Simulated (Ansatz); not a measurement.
Abstraction of H: C3H5Ga + SiH3(SiH2) → C3H4Ga + SiH3(SiH3)

Gas-phase species: C3H5Ga `C#[C][GaH][CH3]`, singlet; SiH3(SiH2), doublet; C3H4Ga `C#[C][Ga][CH3]`, doublet; SiH3(SiH3) (disilane), singlet. A radical takes H: the energy is the difference in strength between the Ga–H bond broken and the Si–H bond made.

Shapes, held fixed at every level: PBE0-D4/def2-TZVP. Programs: Ansatz 0.2.0. The zero-point and thermal change to 298 K, harmonic and unscaled (PBE0-D4/def2-TZVP), is +4.1 kJ/mol.

Q: Estimate ΔH(298 K) of this reaction.

A: The highest level, CCSD(T)/def2-TZVPP, gives ΔH(298 K) = -24.6 kJ/mol; the levels span -31.7 to -24.0. The column of differences is taken from that level and isn't an error. No measured value is set beside it here. Open shells run unrestricted. Relativity is left out for Ga. Outer-core shells of Ga are correlated, in sets that cover them unevenly.

```json
{"level": "HF/def2-TZVPP", "kind": "Hartree–Fock", "ΔH(298 K) (kJ/mol)": "-30.4", "less CCSD(T)/def2-TZVPP": "-5.8"}
{"level": "SPW92/def2-TZVPP", "kind": "LDA", "ΔH(298 K) (kJ/mol)": "-26.6", "less CCSD(T)/def2-TZVPP": "-2.0"}
{"level": "r2SCAN-D4/def2-TZVPP", "kind": "meta-GGA", "ΔH(298 K) (kJ/mol)": "-24.7", "less CCSD(T)/def2-TZVPP": "-0.1"}
{"level": "B3LYP-D4/def2-TZVPP", "kind": "global hybrid", "ΔH(298 K) (kJ/mol)": "-31.7", "less CCSD(T)/def2-TZVPP": "-7.1"}
{"level": "r2SCAN0-D4/def2-TZVPP", "kind": "global hybrid", "ΔH(298 K) (kJ/mol)": "-24.2", "less CCSD(T)/def2-TZVPP": "+0.4"}
{"level": "CCSD(T)/def2-SVP", "kind": "coupled cluster or CI", "ΔH(298 K) (kJ/mol)": "-24.2", "less CCSD(T)/def2-TZVPP": "+0.4"}
{"level": "CCSD/def2-TZVPP", "kind": "coupled cluster or CI", "ΔH(298 K) (kJ/mol)": "-24.0", "less CCSD(T)/def2-TZVPP": "+0.6"}
{"level": "CCSD(T)/def2-TZVPP", "kind": "coupled cluster or CI", "ΔH(298 K) (kJ/mol)": "-24.6", "less CCSD(T)/def2-TZVPP": "0.0"}
```
